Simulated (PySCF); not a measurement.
**Radial density of Fe²⁺ (iron, charge +2)**

r2SCAN, [Ar] 3d6, high-spin 5D determinant. All numbers are calculated (PySCF 2.14, no relativity, point nucleus, in pcseg-2 (6s4p3d2f1g, 56 functions)).

```json
{"r (bohr)": "0.00115", "4πr²ρ (e/bohr)": "0.1854", "4πr²(ρα − ρβ)": "0.0000"}
{"r (bohr)": "0.00193", "4πr²ρ (e/bohr)": "0.5039", "4πr²(ρα − ρβ)": "0.0000"}
{"r (bohr)": "0.00324", "4πr²ρ (e/bohr)": "1.331", "4πr²(ρα − ρβ)": "0.0000"}
{"r (bohr)": "0.00546", "4πr²ρ (e/bohr)": "3.357", "4πr²(ρα − ρβ)": "0.0001"}
{"r (bohr)": "0.00918", "4πr²ρ (e/bohr)": "7.827", "4πr²(ρα − ρβ)": "0.0002"}
{"r (bohr)": "0.0154", "4πr²ρ (e/bohr)": "16.01", "4πr²(ρα − ρβ)": "0.0003"}
{"r (bohr)": "0.0260", "4πr²ρ (e/bohr)": "26.40", "4πr²(ρα − ρβ)": "0.0007"}
{"r (bohr)": "0.0437", "4πr²ρ (e/bohr)": "31.07", "4πr²(ρα − ρβ)": "0.0019"}
{"r (bohr)": "0.0735", "4πr²ρ (e/bohr)": "25.56", "4πr²(ρα − ρβ)": "0.0096"}
{"r (bohr)": "0.124", "4πr²ρ (e/bohr)": "27.80", "4πr²(ρα − ρβ)": "0.0641"}
{"r (bohr)": "0.208", "4πr²ρ (e/bohr)": "34.09", "4πr²(ρα − ρβ)": "0.4027"}
{"r (bohr)": "0.350", "4πr²ρ (e/bohr)": "16.76", "4πr²(ρα − ρβ)": "1.7003"}
{"r (bohr)": "0.588", "4πr²ρ (e/bohr)": "15.66", "4πr²(ρα − ρβ)": "3.5688"}
{"r (bohr)": "0.989", "4πr²ρ (e/bohr)": "11.94", "4πr²(ρα − ρβ)": "3.0166"}
{"r (bohr)": "1.66", "4πr²ρ (e/bohr)": "2.397", "4πr²(ρα − ρβ)": "0.9976"}
{"r (bohr)": "2.80", "4πr²ρ (e/bohr)": "0.1833", "4πr²(ρα − ρβ)": "0.0965"}
{"r (bohr)": "4.71", "4πr²ρ (e/bohr)": "0.002751", "4πr²(ρα − ρβ)": "0.0010"}
```
